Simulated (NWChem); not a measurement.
**Basis-set convergence for HGeI**

```xyz
3

Ge    -1.0690     1.1774     0.0000
H      0.0699     2.3098     0.0000
I      0.6441    -0.7544     0.0000
```
Charge 0, spin multiplicity 1.

The numbers come from NWChem runs, not from measurements. The geometry was optimised at B3LYP/def2-SVP with def2 effective core potentials on I, a minimum by its harmonic frequencies.

Quantity: first vertical ionisation energy at the level G0W0@PBE.

Effective core potentials replace the inner electrons of I; spin-orbit coupling is left out. GW and range-separated runs recompute their integrals, the others keep them in memory, which bears on the times. The structure started from a generated list of species.

The cost column gives rough processor time relative to def2-SVP; each entry includes its own SCF.

Q: In def2-QZVP the value is 8.72 eV. Among def2-SVP, def2-SVPD, def2-TZVP, def2-TZVPP, def2-TZVPD, which is the smallest basis within 0.1 eV of it?

A: No smaller set comes that close. def2-QZVP isn't the basis-set limit itself, and a small set can land close by cancellation.

```tsv
basis	functions	first vertical ionisation energy (eV)	relative cost
def2-SVP	63	8.20	1
def2-SVPD	81	8.20	under 3
def2-TZVP	104	8.50	3
def2-TZVPP	112	8.53	4
def2-TZVPD	122	8.47	5
def2-QZVP	187	8.72	30
```
